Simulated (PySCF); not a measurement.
A GIAO shielding run with PySCF 2.14 (density fitting, non-relativistic, gas phase) on `InChI=1S/C4H7Cl3F2Si/c1-2-3(8,10-9)4(5,6)7/h2,10H2,1H3/t3-/m1/s1`:

```
$ OMP_NUM_THREADS=1 python probes_run.py task.json out

{"job": {"kind": "nmr", "xc": "PBE0", "basis": "pcSseg-1"}, "charge": 0, "multiplicity": 1}
C      2.014327     0.433501    -0.347242
C      0.771549    -0.321360    -0.804393
C     -0.277302    -0.411332     0.306250
F      0.311114    -1.067555     1.388133
Si    -0.875212     1.322040     0.938210
F     -0.669210     2.323318    -0.303867
C     -1.467442    -1.265106    -0.110690
Cl    -2.520957    -1.576902     1.289231
Cl    -2.396394    -0.370410    -1.325311
Cl    -1.014656    -2.848155    -0.790169
H      2.777774     0.379422    -1.119029
H      1.790400     1.480739    -0.158753
H      2.411107    -0.011939     0.561533
H      0.322743     0.177975    -1.663354
H      1.060293    -1.332210    -1.100238
H     -2.288114     1.369665     1.245551
H      0.042983     1.730341     1.984229
```

Hardware: 1 thread of an Arm Neoverse V1, shared host. The job also computes population analyses, field gradients.

Problem. How large is the calculation?

Solution. 114 electrons, 233 basis functions and 1304 auxiliary functions.

Problem. How long does it take, and how much memory does it need?

Solution. 51 s of wall time, with 14 SCF cycles and 5 response iterations; peak memory 1.1 GiB. Times on a shared host scatter by some tens of per cent.
